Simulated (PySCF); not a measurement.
**Telling isomers of C₈H₆NP apart by NMR**

Computed data (PySCF 2.14.0 with density-fitted response routines): shielding tensors at PBE0/pcSseg-1 (GIAO), coordinates at the GFN2-xTB level. Fast rotation and ring inversion assumed for equivalent nuclei, non-relativistic, in vacuum, one computed conformer.

Chemical shifts δ = σref − σ; ¹H (σ = 31.72 ppm), ¹³C (σ = 186.93 ppm) against TMS, all at this level. Splittings of carbon signals by F and P are missing where no couplings were computed. Where no couplings were computed, multiplicities follow the n + 1 count of equivalent neighbours, and m marks all less simple cases (inequivalent or close neighbours, rings, F or P nearby). Shifts are as computed. Against solution values, carbons near 30 ppm lie about +3 ppm off and those near 130 ppm about +5 ppm. Of 1211 compounds with measured shifts, 218 miss one by over three times the rms of a fit or turn the order of signals round; such compounds aren't used in these exercises.

(1) Tabulate the signals of `C#CCn1cpc(C#C)c1`, `C=Cc1cpccc1C#N` and their relative energies.

(2) What is the quickest way to tell C#CCn1cpc(C#C)c1 from C=Cc1cpccc1C#N?

Answers

(1) 
| SMILES | carbon types | δC | δH | E rel. (kcal/mol) |
| --- | --- | --- | --- | --- |
| C#CCn1cpc(C#C)c1 | 3×C 4×CH 1×CH2 | 160.2, 140.8, 134.5, 90.5, 83.9, 83.2, 82.9, 44.0 | 7.87 (m, 1H), 7.64 (m, 1H), 4.76 (d, 2H), 3.07 (s, 1H), 1.95 (t, 1H) | 65.8 |
| C=Cc1cpccc1C#N | 3×C 4×CH 1×CH2 | 163.1, 160.8, 149.9, 144.7, 144.2, 128.8, 124.4, 115.9 | 9.61 (m, 1H), 9.18 (m, 1H), 8.43 (m, 1H), 7.75 (m, 1H), 6.39 (m, 1H), 6.05 (m, 1H) | 0.0 |

Energies are electronic energies at PBE0/pcSseg-1 on these geometries, without zero-point or thermal terms, each for the one conformer computed, which needn't be the lowest.

(2) Both give the same number of carbon signals, with the same numbers of each carbon type, so the positions decide. The first has a terminal alkyne carbon (CH) at 82.9 ppm, the second a terminal =CH2 carbon at 128.8 ppm. Their most deshielded carbons lie at 160.2 and 163.1 ppm. In the proton spectra the most deshielded non-exchanging signals are 7.87 (m, 1H) and 9.61 (m, 1H).
